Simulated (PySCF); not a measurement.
Cl₃In, charge -1, doublet, at a GFN2-xTB geometry (such geometries of metal compounds can be far from the true shape) (a state made from the parent by changing its charge; the spin is typed, not shown lowest) (core potentials on In). Base run: PBE0/def2-SV(P) (PySCF).

Here is a job for PySCF.
```python
from pyscf import gto, scf, dft

mol = gto.Mole()
mol.atom = '''
    In   -0.085964   -0.391910   -0.261744
    Cl    2.342113    0.175013   -0.188861
    Cl   -0.830550   -0.660276    2.103809
    Cl   -1.263785    1.614885   -1.160510
'''
mol.basis = 'def2-sv(p)'
mol.ecp = {'In': 'def2-sv(p)'}
mol.charge = -1
mol.spin = 1
mol.verbose = 4
mol.build()

mf = dft.UKS(mol)
mf.xc = 'pbe0'
mf.kernel()
```

The base run was repeated with changes; each row names its change, and settings that it needs were set with it.

| change | ΔE vs base (mEh) | outcome |
|---|---|---|
| base | 0.000 | converged |
| auxbasis = autoaux | 0.064 | converged |
| auxbasis = def2-tzvp-ri | - | input refused |
| auxbasis = even-tempered beta=1.6 | 0.048 | converged |
| auxbasis = cc-pvdz-jkfit | - | input refused |
| auxbasis = def2-svp-ri | - | input refused |
| auxbasis = cc-pvtz-ri | - | input refused |
| auxbasis = cc-pvtz-jkfit | - | input refused |
| exchange = seminumerical (SGX) (with mf = sgx.sgx_fit(mf, auxbasis='def2-universal-jfit'); with mf.with_df.dfj = True) | -0.360 | converged |
| auxbasis = even-tempered beta=3.0 | -69.152 | converged |

A fitting set is made for a task (jfit for Coulomb, jkfit for Coulomb and exchange, ri for correlation) and for a family of orbital bases.

Open shells are given as the SCF converged; they aren't shown to be the lowest states, and a large step between rows can be another state.

- auxbasis = def2-tzvp-ri: ended with `pyscf.lib.exceptions.BasisNotFoundError: Basis set not found for In in def2-tzvp-ri`
- auxbasis = cc-pvdz-jkfit: ended with `pyscf.lib.exceptions.BasisNotFoundError: Basis set not found for In in cc-pvdz-jkfit`
- auxbasis = def2-svp-ri: ended with `pyscf.lib.exceptions.BasisNotFoundError: Basis set not found for In in def2-svp-ri`
